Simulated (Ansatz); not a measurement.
Total energies of Ga2Cl3 (the lowest doublet isomer of a short search) from Ansatz at PBE-D4/def2-TZVP, gas phase (1 Eh = 27.2114 eV = 2625.5 kJ/mol). The reference geometry is relaxed at r2SCAN-D4/def2-SVP.

```xyz
5

Ga    0.418   -1.452   -0.900
Ga   -0.475    0.632    0.212
Cl    2.350   -2.237   -0.292
Cl   -1.977    0.512    1.760
Cl   -0.315    2.545   -0.781
```

```
                 state                       geometry  energy (Eh)
      charge 0 doublet                      reference  -5229.38418
      charge 1 singlet                      reference  -5229.08810
      charge 0 quartet  relaxed at r2SCAN-D4/def2-SVP  -5229.26949
free Ga atom (doublet)                              –  -1924.51515
free Cl atom (doublet)                              –   -459.95840
```

(1) Work out the vertical ionisation energy to the singlet.

(2) Which of the charge 0 states is lowest, and how far above it are the others?

(3) What is the binding energy per atom against free atoms?

(1) E(charge 1 singlet) − E(charge 0 doublet) = -5229.08810 − (-5229.38418) = 0.29608 Eh = 8.06 eV. For comparison, −ε of the highest occupied level of the spin that leaves is 5.54 eV at this level, 2.52 eV less.

(2) The doublet. quartet: -5229.26949 − (-5229.38418) = 0.11469 Eh = 301.1 kJ/mol.

(3) Atoms: 2 × (-1924.51515) + 3 × (-459.95840) = -5228.90550 Eh. Binding: -5228.90550 − (-5229.38418) = 0.47868 Eh = 13.03 eV, or 2.61 eV for each of 5 atoms (no zero-point energy, no counterpoise term).

The structure comes from a short search, and lower isomers may exist.
